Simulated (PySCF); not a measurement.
Isomers of C5H10ClNSi, mass 147.027 u with the commonest isotopes. Level of theory: PBE0/pcSseg-1 in PySCF (dipole) on a GFN2-xTB geometry, gas phase. One conformer each, none proved a minimum here; rigid rotors.

Question: Order these by rotational constant C, largest first.
A. `[CH3:1][C@H:2]([C:3]#[N:4])[Si:5]([CH3:6])([CH3:7])[Cl:8]` with C1–C2–Si5–C6 -179°
B. `[N:1]#[C:2][CH2:3][C@@H:4]([SiH3:5])[CH2:6][CH2:7][Cl:8]` with C2–C3–C4–Si5 -61°, C3–C4–C6–C7 177°, C4–C6–C7–Cl8 -59°
C. `[CH3:1][C@:2]([SiH3:3])([Cl:4])[CH2:5][CH2:6][C:7]#[N:8]` with C1–C2–C5–C6 179°, C2–C5–C6–C7 -176°

Answer: A (860.8 MHz), C (726.9 MHz), B (659.7 MHz).

Question: Order these by out-of-plane moment Σ m c² = (Ia + Ib − Ic)/2, smallest first.
A. `[CH2:1]=[CH:2][CH2:3][Si@H:4]([Cl:5])/[N:6]=[CH:7]\[CH3:8]` with C1–C2–C3–Si4 109°, C2–C3–Si4–Cl5 -178°, C3–Si4–N6–C7 -113°
B. `[CH3:1][C@H:2]([C:3]#[N:4])[Si:5]([CH3:6])([CH3:7])[Cl:8]` with C1–C2–Si5–C6 -179°
C. `[H]/[N:6]=[C:5](\[C:2](=[CH2:1])[SiH2:3][Cl:4])[CH2:7][CH3:8]` with C1–C2–Si3–Cl4 -4°, C1–C2–C5–N6 -118°, C2–C5–C7–C8 63°
D. `[N:1]#[C:2][CH2:3][C@@H:4]([SiH3:5])[CH2:6][CH2:7][Cl:8]` with C2–C3–C4–Si5 -61°, C3–C4–C6–C7 177°, C4–C6–C7–Cl8 -59°
E. `[CH3:1][C@:2]([SiH3:3])([Cl:4])[CH2:5][CH2:6][C:7]#[N:8]` with C1–C2–C5–C6 179°, C2–C5–C6–C7 -176°

Answer: A (37.59 u·Å²), D (62.43 u·Å²), C (89.68 u·Å²), B (90.56 u·Å²), E (93.65 u·Å²).

Question: Order these by radius of gyration √(Σ m r²/M), smallest first.
A. `[CH3:1][C@:2]([SiH3:3])([Cl:4])[CH2:5][CH2:6][C:7]#[N:8]` with C1–C2–C5–C6 179°, C2–C5–C6–C7 -176°
B. `[CH2:1]=[CH:2][CH2:3][Si@H:4]([Cl:5])/[N:6]=[CH:7]\[CH3:8]` with C1–C2–C3–Si4 109°, C2–C3–Si4–Cl5 -178°, C3–Si4–N6–C7 -113°
C. `[N:1]#[C:2][CH2:3][C@@H:4]([SiH3:5])[CH2:6][CH2:7][Cl:8]` with C2–C3–C4–Si5 -61°, C3–C4–C6–C7 177°, C4–C6–C7–Cl8 -59°
D. `[CH3:1][C@H:2]([C:3]#[N:4])[Si:5]([CH3:6])([CH3:7])[Cl:8]` with C1–C2–Si5–C6 -179°

Answer: D (2.147 Å), A (2.316 Å), B (2.341 Å), C (2.374 Å).

```json
{"SMILES": "C[C@H](C#N)[Si](C)(C)Cl", "point group": "C1", "Ia (u·Å²)": "264.97", "Ib (u·Å²)": "503.23", "Ic (u·Å²)": "587.10", "κ": "-0.73", "μa (D)": "2.21", "μb (D)": "0.56", "μc (D)": "0.19"}
{"SMILES": "N#CC[C@@H]([SiH3])CCCl", "point group": "C1", "Ia (u·Å²)": "211.68", "Ib (u·Å²)": "679.20", "Ic (u·Å²)": "766.03", "κ": "-0.90", "μa (D)": "1.54", "μb (D)": "0.08", "μc (D)": "1.21"}
{"SMILES": "C=CC[Si@H](Cl)/N=C\\C", "point group": "C1", "Ia (u·Å²)": "386.60", "Ib (u·Å²)": "456.41", "Ic (u·Å²)": "767.82", "κ": "0.38", "μa (D)": "1.42", "μb (D)": "2.90", "μc (D)": "0.71"}
{"SMILES": "C[C@]([SiH3])(Cl)CCC#N", "point group": "C1", "Ia (u·Å²)": "246.89", "Ib (u·Å²)": "635.65", "Ic (u·Å²)": "695.23", "κ": "-0.90", "μa (D)": "3.72", "μb (D)": "1.54", "μc (D)": "0.69"}
{"SMILES": "[H]/N=C(/CC)C(=C)[SiH2]Cl", "point group": "C1", "Ia (u·Å²)": "199.14", "Ib (u·Å²)": "685.01", "Ic (u·Å²)": "704.79", "κ": "-0.98", "μa (D)": "0.00", "μb (D)": "1.03", "μc (D)": "0.54"}
```
